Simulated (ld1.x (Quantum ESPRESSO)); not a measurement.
# oxygen: one change to an ultrasoft potential, before and after

O (Z = 8), ultrasoft, made with ld1.x (Quantum ESPRESSO) 7.5 (PBE, non-relativistic). Core [He], reference 2s2 2p4. Waves: 2s (bound): rcut 0.80, rcutus 0.95 bohr; 2s channel at -1.25 Ry: rcut 0.80, rcutus 0.95 bohr; 2p (bound): rcut 1.20, rcutus 1.35 bohr; 2p channel at -0.1 Ry: rcut 1.20, rcutus 1.35 bohr; 3d channel at 0.45 Ry: rcut 1.00, rcutus 1.25 bohr. Local part: all-electron potential smoothed inside 1.05 bohr (lloc = -2). Core correction: a·sin(br)/r model core inside 0.75 bohr. Augmentation charge: PSQ, inside the norm-conserving radii.

Change: core correction a·sin(br)/r model core inside 1.10 bohr.

Cutoffs: the cutoffs (Ry, on a coarse ladder) from which the occupation-weighted sum of valence levels, in a spherical-Bessel basis at the reference potential, stays within 10 and 1 mRy of its value at 400 Ry; they do not see the model core or the augmentation charge, which bear on the density cutoff. Errors are all-electron minus pseudo energies relative to the spin-unpolarised reference configuration.

Task: How do hardness, ghosts and transferability respond?

Result: The potential gets neither clearly harder nor softer (40 Ry and 70 Ry → 40 Ry and 70 Ry); of the 7 tests that both files solve, the error grows in 0 and shrinks in 1 by more than 15 % and 0.3 meV (median size 2.2 → 1.2 meV); neither file shows a bound ghost. A wider model core is smoother and lowers the density cutoff, which this test does not measure.

| quantity | base | changed |
| --- | --- | --- |
| cutoff, loose | 40 Ry | 40 Ry |
| cutoff, tight | 70 Ry | 70 Ry |
| bound ghosts | none | none |
| error for 2s2 2p3, meV [ΔE 16.44 eV] | -0.2 | -0.1 |
| error for 2s2 2p2, meV [ΔE 50.03 eV] | +80 | +81 |
| error for 2s2 2p1, meV [ΔE 103.90 eV] | +409 | +414 |
| error for 2s2 2p3.5, meV [ΔE 6.29 eV] | -1.2 | -1.2 |
| error for 2s1 2p5, meV [ΔE 14.90 eV] | -0.7 | -0.5 |
| error for 2s0 2p6, meV [ΔE 29.83 eV] | -2.2 | -1.2 |
| error for 2s1 2p4, meV [ΔE 31.61 eV] | +4.5 | +4.3 |
| s: phases at 1.50 bohr within 0.05 rad from the reference energy up to (Ry; the scan ends near 5) | to the end of the scan | to the end of the scan |
| p: phases at 1.50 bohr within 0.05 rad from the reference energy up to (Ry; the scan ends near 5) | to the end of the scan | to the end of the scan |
| d: phases at 1.50 bohr within 0.05 rad from the reference energy up to (Ry; the scan ends near 5) | to the end of the scan | to the end of the scan |
| lowest overlap eigenvalue by channel | s 0.57, p 0.95, d 0.88 | s 0.57, p 0.95, d 0.88 |
